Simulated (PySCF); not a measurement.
Si(F)2(NH2)2 (F2H4N2Si), SMILES N[Si](N)(F)F. Geometry optimised at PBE-D3(BJ)/def2-SVP. Other conformers were not sampled.

All values below come from PBE-D3(BJ)/def2-SVP in PySCF 2.14.0.

Harmonic wavenumbers (cm⁻¹): 204, 213, 228, 315, 330, 342, 372, 379, 412, 728, 773, 792, 901, 949, 967, 1479, 1483, 3516, 3517, 3616, 3618. Rotational constants (GHz): 3.913, 3.781, 3.391; symmetry number 2.

Problem. Work out the zero-point energy and the ideal-gas rigid-rotor harmonic-oscillator thermochemistry at 298.15 K and 1 atm.

Solution. ZPE = ½ Σ hcν = ½ × 25136 cm⁻¹ = 35.93 kcal/mol. H − E(el) = 40.91 kcal/mol. Entropy in cal/(mol K): translation 39.66, rotation 24.89, vibration 13.94, total 78.49. G − E(el) = 17.51 kcal/mol. Cp = 26.39 cal/(mol K).
